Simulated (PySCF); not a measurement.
C₄H₅BCl₂.
Structure used (PBE0-D3(BJ)/def2-SVP), in Å, numbered top down from 1:
```
atom  x, y, z in Å
C1    -1.5990    0.1914    0.8968
C2    -0.3766   -0.6183    0.8721
C3     0.3331   -1.6506    0.5809
C4     1.0969   -0.5327    1.2867
B5     2.0542    0.3859    0.5026
Cl6    3.4224    1.1546    1.2903
Cl7    1.7887    0.7145   -1.2065
H8    -2.4396   -0.3370    0.4255
H9    -1.8731    0.4474    1.9326
H10   -1.4299    1.1401    0.3624
H11    0.4720   -2.6344    0.1435
H12    1.3299   -0.6699    2.3558
```

Method: PySCF 2.14.0, density-fitted response routines, TDDFT B3LYP/def2-SVPD, vertical, gas phase, core orbitals frozen in the response.

Frontier orbitals with the atoms that hold most of them (Löwdin shares over 4%, at most four atoms; ? is withheld):

```csv
orbital,ε (eV),atoms
LUMO+2,0.07,"B5 32%, Cl7 12%, C1 12%, Cl6 10%"
LUMO+1,-0.20,"C3 31%, C2 28%, H11 8%, B5 8%"
LUMO,-1.38,?
HOMO,-7.11,"C3 29%, C2 26%, C4 16%, B5 7%"
HOMO-1,-8.30,?
HOMO-2,-8.53,"Cl7 48%, Cl6 44%"
HOMO-3,-8.88,"Cl6 31%, Cl7 31%, B5 10%, C3 10%"
```

Q: Give the leading atoms of the LUMO.

A: B5 (bonded to C and 2 Cl) 38%; Cl7 (bonded to B) 15%; Cl6 (bonded to B) 15%; C4 (bonded to B, 2 C and H) 11%. By element: boron 38%, chlorine 31%, carbon 11% or more.

Q: Which atoms hold the HOMO-1, and with what shares?

A: C4 (bonded to B, 2 C and H) 35%; C2 (bonded to 3 C) 17%; C3 (bonded to 2 C and H) 13%; C1 (bonded to C and 3 H) 7%.

Q: The HOMO–LUMO gap is 5.73 eV. Where does the response calculation put the lowest singlet, and from which orbitals?

A: S1 is at 4.62 eV (f = 0.0025), 1.12 eV below the gap, made of HOMO→LUMO (98%). Without the coupling terms of the response equations the lowest excitation would equal the gap.

Q: One configuration dominates each of S1, S2 and S7. Which, and how do the shares of the two leading atoms of either orbital change from the occupied to the empty one?

A: 
- S1 (4.62 eV, f 0.0025), HOMO→LUMO (98%): C3 29% → at most 11%, C2 26% → at most 11%, B5 7% → 38%, Cl7 at most 8% → 15%
- S2 (5.91 eV, f 0.0006), HOMO-2→LUMO (97%): Cl7 48% → 15%, Cl6 44% → 15%, B5 at most 4% → 38%
- S7 (6.81 eV, f 0.055), HOMO-1→LUMO+1 (83%): C4 35% → at most 9%, C2 17% → 28%, C3 13% → 31%

Löwdin shares depend on the basis, the more so with diffuse functions.

One conformer stands for the species.
